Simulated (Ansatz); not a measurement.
Born–Oppenheimer molecular dynamics of C2H7AlO2S (13 atoms, charge 0, multiplicity 1). It starts at the highest image of a converged band. Of that band: The profile has 2 maxima (images 3, 5) with wells between them (image 4): this band takes more than one step, which may be the mechanism or a detour left from its start path. Neighbouring images differ by up to 1.3 eV, so the band resolves the path poorly. A vibrational analysis at the climbing image gives one clearly imaginary mode, 610i cm⁻¹: a first-order saddle point.

These are results of RKS B3LYP-D4/def2-SVP in Ansatz, not measurements.

```
ensemble                      : NVE (velocity Verlet)
time step                     : 0.5 fs
steps asked                   : 108
starting velocities drawn for : 100 K
seed                          : 7209
```

First frame:

```xyz
13
Properties=species:S:1:pos:R:3
C -1.122 -1.551 -0.561
S -0.500 -0.515 -1.927
C 0.890 0.229 -1.175
O 1.413 -0.228 -0.090
Al 0.810 1.178 0.986
O -0.601 0.591 1.797
H -2.040 -2.019 -0.939
H -0.378 -2.319 -0.312
H -1.332 -0.929 0.323
H 1.495 0.784 -1.913
H 0.378 1.819 -0.520
H 1.961 1.951 1.744
H -0.954 0.975 2.604
```

(1) How far do the bonds stretch over the last three quarters of this one trajectory? (Pairs bonded in most of those frames.)

Answers

(1) 
```
   bond  mean (Å)  spread (Å)  shortest  longest
  C1–S2     1.823       0.011      1.80     1.84
  C1–H7     1.099       0.008      1.09     1.11
  C1–H8     1.098       0.006      1.09     1.11
  C1–H9     1.103       0.013      1.08     1.12
  S2–C3     1.733       0.008      1.71     1.75
  C3–O4     1.279       0.011      1.26     1.29
 C3–Al5     2.384       0.044      2.33     2.49
 C3–H10     1.105       0.003      1.10     1.11
 O4–Al5     1.878       0.017      1.86     1.93
 Al5–O6     1.732       0.022      1.70     1.76
Al5–H11     1.666       0.043      1.57     1.74
Al5–H12     1.583       0.006      1.57     1.60
 O6–H13     0.961       0.014      0.94     0.98
```

Mean temperature of the second half: 83 K. The conserved energy stayed within 0.054 meV per atom of its start (net change 0.033 meV per atom), so the integration is sound. A run of 0.054 ps of so small a system gives no equilibrium averages. The orbitals stay closed-shell, which can raise the energy where a bond breaks towards radicals; this wasn't checked here.

Run time: 6.4 min on 2 threads of Intel(R) Xeon(R) Platinum 8488C (Sapphire Rapids), with other jobs on the host, peak memory 0.34 GiB.
